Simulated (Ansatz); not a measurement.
Consider the redistribution: `O[SiH](Cl)O[Si](O)(F)F` + `C[O][SnH]([OH])[OH]` → `O[SiH](O)O[Si](O)(F)F` + `C[O][SnH]([OH])[Cl]`.

Calculated with Ansatz (gas phase, PBE0-D4/def2-TZVP geometries, no zero-point term in ΔE). CCSD(T)/CBS is the MP2 limit (def2-TZVPP, def2-QZVPP) plus CCSD(T) − MP2 in def2-TZVPP, frozen cores. Elements past krypton have def2 core potentials. For Sn outer-core shells are correlated without core-valence functions, which leaves a few kJ/mol of doubt a bond. One conformer a species, not always the lowest.

`O[SiH](Cl)O[Si](O)(F)F`:

Cartesian coordinates in Å:
```
O -0.249 1.278 1.702
Si -1.326 0.296 0.994
Cl -2.555 1.328 -0.273
O -0.572 -0.851 0.100
Si 0.701 -0.954 -0.866
O 1.535 0.430 -0.724
F 1.581 -2.197 -0.465
F 0.267 -1.197 -2.360
H 0.468 1.614 1.156
H -2.130 -0.345 2.038
H 2.280 0.598 -1.303
```

`C[O][SnH]([OH])[OH]`:

```xyz
11

C    -1.159   -1.280    0.353
O     0.011   -1.216   -0.431
Sn    0.915    0.487   -0.732
O     1.702    1.053    0.970
O    -0.396    1.885   -1.081
H    -0.970   -1.026    1.404
H    -1.948   -0.618   -0.023
H    -1.533   -2.307    0.317
H     1.994    0.286   -2.017
H     1.944    0.319    1.539
H    -0.561    2.417   -0.298
```

`O[SiH](O)O[Si](O)(F)F`:

Cartesian coordinates in Å:
```
O 1.481 1.871 1.426
Si 1.140 0.358 0.954
O 1.862 0.044 -0.474
O -0.486 0.146 0.759
Si -1.543 -0.448 -0.274
O -0.712 -1.123 -1.498
F -2.505 0.678 -0.814
F -2.477 -1.513 0.416
H 1.475 2.567 0.768
H 1.575 -0.521 2.047
H 1.373 -0.507 -1.094
H -1.182 -1.551 -2.214
```

`C[O][SnH]([OH])[Cl]`:

```xyz
10

C     0.947   -1.092   -0.981
O    -0.271   -0.419   -0.751
Sn   -0.422    1.053    0.511
O    -2.301    1.096    0.984
Cl    0.856    0.432    2.351
H     1.664   -0.468   -1.529
H     1.421   -1.428   -0.052
H     0.730   -1.972   -1.591
H     0.048    2.578   -0.052
H    -2.672    0.219    1.111
```

```json
{"species": "`O[SiH](Cl)O[Si](O)(F)F`", "SCS-MP2/def2-QZVPP energy (Eh)": "-1465.04733"}
{"species": "`C[O][SnH]([OH])[OH]`", "SCS-MP2/def2-QZVPP energy (Eh)": "-480.91573"}
{"species": "`O[SiH](O)O[Si](O)(F)F`", "SCS-MP2/def2-QZVPP energy (Eh)": "-1081.06184"}
{"species": "`C[O][SnH]([OH])[Cl]`", "SCS-MP2/def2-QZVPP energy (Eh)": "-864.93039"}
```

Task: Work out ΔE.

Result: ΔE = (-1081.06184) + (-864.93039) − (-1465.04733) − (-480.91573) = -0.02917 Eh = -18.3 kcal/mol. CCSD(T)/CBS gives -18.5 kcal/mol.

Largest T1 diagnostic among the species: 0.014.

In def2-TZVPP, CCSD(T) changes the Hartree–Fock value by +3.6 kcal/mol (the triples alone add +0.6 kcal/mol) and MP2 by +4.0 kcal/mol. From PBE to PBE0 (25 % exact exchange), in def2-TZVPP and without D4, ΔE moves by −1.4 kcal/mol.
